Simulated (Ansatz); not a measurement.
Ansatz results at the PBE0-D4/def2-TZVP geometry: HOMO–LUMO gap (ωB97M-V/def2-TZVPP) 8.99 eV; HOMO energy (ωB97M-V/def2-TZVPP) -9.43 eV; LUMO energy (PBE/def2-TZVPP) -3.17 eV.

Each molecule was computed in one conformer, which needn't be the lowest.

(1) Which molecule gave them?
A. `[NH2][Mo]([NH2])(=[O])=[S]`
B. `[F][Mo]([F])([F])(=[S])[Cl]`
C. `[O]=[Mo]([OH])([F])=[S]`
D. `[OH][Mo]([OH])([OH])([OH])([F])[Cl]`

Results:

(1) A. The others give `[O]=[Mo]([OH])([F])=[S]`: 9.16, -10.12, -3.70; `[F][Mo]([F])([F])(=[S])[Cl]`: 8.96, -11.41, -5.32; `[OH][Mo]([OH])([OH])([OH])([F])[Cl]`: 9.38, -10.95, -4.13.
